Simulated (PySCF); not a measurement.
## Computed structure and properties of [NdCl3(NH3)]−

System: [NdCl3(NH3)]− (singlet in the valence; each metal's 4f electrons, 4 of them, lie in its core potential, out of spins and levels); start: template (C3v). Method: PySCF 2.14.0, RKS PBE0, Nd lcecp-0-SVP with ECP50, Cl def2-SVP, N def2-SVP, H def2-SVP; non-relativistic Hamiltonian with scalar-relativistic core potentials where named; density fitting; no spin-orbit coupling.

Input of the relaxation:

```python
mol = gto.M(atom='''
Nd    -0.11170     0.11170    -0.11170
Cl     1.52190     1.74530     1.52190
Cl    -1.74530    -1.52190     1.52190
Cl     1.52190    -1.52190    -1.74530
N     -1.69510     1.69510    -1.69510
H     -2.30830     2.30830    -1.15800
H     -1.15800     2.30830    -2.30830
H     -2.30830     1.15800    -2.30830''',
    basis={'Nd': 'lcecp-0-SVP', 'Cl': 'def2-SVP', 'N': 'def2-SVP', 'H': 'def2-SVP'},
    ecp={'Nd': 'lcecp-0-SVP'},
    charge=-1, spin=0)
mf = dft.RKS(mol, xc='PBE0')
mf.grids.atom_grid = (50, 194)  # f atoms: unpruned, at least (60, 302)
mf = mf.density_fit()  # fitting sets: Nd AutoAux, Cl def2-universal-JKFIT, N def2-universal-JKFIT, H def2-universal-JKFIT
mf.conv_tol = 1e-08; mf.max_cycle = 55
mf.kernel(dm0)  # dm0: converged density of the start geometry
# quasi-Newton relaxation in Cartesian coordinates to a largest gradient under 0.00045 Eh/bohr, steps kept in the point group
```

Run from Python with OMP_NUM_THREADS=2; the lines above give its settings. Where DIIS fails, smearing, a level shift and second-order steps follow.
It took 63 s on 2 threads of Arm Neoverse V1, with other jobs on the host, from the converged density of the start.

Course of the relaxation:

```tsv
step	energy above end (eV)	largest force component within the symmetry (eV/Å)
0	0.3305	0.726
1	0.2331	0.520
2	0.1060	0.204
3	0.0398	0.085
4	0.0205	0.112
5	0.0161	0.101
6	0.0051	0.076
7	0.0024	0.059
8	0.0008	0.031
9	0.0002	0.014
10	0.0000	0.003
```

Relaxed geometry (C3v):

```xyz
8

Nd    0.0739   -0.0739    0.0739
Cl    1.2431    2.1659    1.2431
Cl   -2.1659   -1.2431    1.2431
Cl    1.2431   -1.2431   -2.1659
N    -1.5096    1.5096   -1.5096
H    -2.1102    2.1102   -0.9471
H    -0.9471    2.1102   -2.1102
H    -2.1102    0.9471   -2.1102
```

| contact | Å |
| --- | --- |
| Nd1–Cl2 (Cl) | 2.784 |
| Nd1–Cl3 (Cl) | 2.784 |
| Nd1–Cl4 (Cl) | 2.784 |
| Nd1–N5 (NH3) | 2.743 |

On the finer grid (75, 302):

The HOMO is not given (4f levels lie in the core). The LUMO is not given (4f levels lie in the core) and the dipole about the centre of mass is 4.23 D. The set of Mulliken populations of Nd1 outside the core potential is s 2.21, p 6.33, d 1.01, f 0.02. The D3(BJ) dispersion energy (not in the energies) is -0.193 eV.

| atom | Mulliken (e) | Löwdin (e) | spin (e) |
| --- | --- | --- | --- |
| Nd1 | 0.42 | -0.20 | 0.00 |
| Cl2 | -0.53 | -0.34 | 0.00 |
| Cl3 | -0.53 | -0.34 | 0.00 |
| Cl4 | -0.53 | -0.34 | 0.00 |
| N5 | -0.28 | -0.06 | 0.00 |
| H6 | 0.15 | 0.09 | 0.00 |
| H7 | 0.15 | 0.09 | 0.00 |
| H8 | 0.15 | 0.09 | 0.00 |

The 4f levels lie in the core potential and are missing. Their spin isn't counted.

On the grid (50, 194), as all that follows. Harmonic modes: a minimum within the noise of the softest modes; lowest 34 cm⁻¹ (negative: unstable), highest 3655 cm⁻¹, zero-point energy 1.071 eV.

Taking off one Cl (charge -1, singlet; the rest: singlet) in vacuum, both parts rigid, costs 3.63 eV; the small basis without counterpoise inflates it.

Rigid scan of Cl along the line from its metal:

```csv
distance to Cl2 (Å),energy (eV)
2.48,0.383
2.58,0.149
2.68,0.033
2.78,0.000
2.88,0.025
2.98,0.090
3.18,0.290
3.48,0.655
3.88,1.138
4.38,1.655
```

Taking off one NH3 (charge 0, singlet; the rest: singlet) in vacuum, both parts rigid, costs 0.77 eV; the small basis without counterpoise inflates it.

Rigid scan of NH3 along the line from its metal:

distance to N5 (Å), energy (eV) and a bar:
```
     2.44      0.211 ##########
     2.54      0.081 ####
     2.64      0.018 #
     2.74      0.000 
     2.84      0.013 #
     2.94      0.045 ##
     3.14      0.140 #######
     3.44      0.297 ##############
     3.84      0.473 #######################
     4.34      0.620 ##############################
```

One start shape was tried, so this needn't be the lowest isomer.

An lcecp potential fixes the number of 4f electrons, so in runs with it no electron can move into or out of that shell; real Nd(II) is rare or takes another configuration.
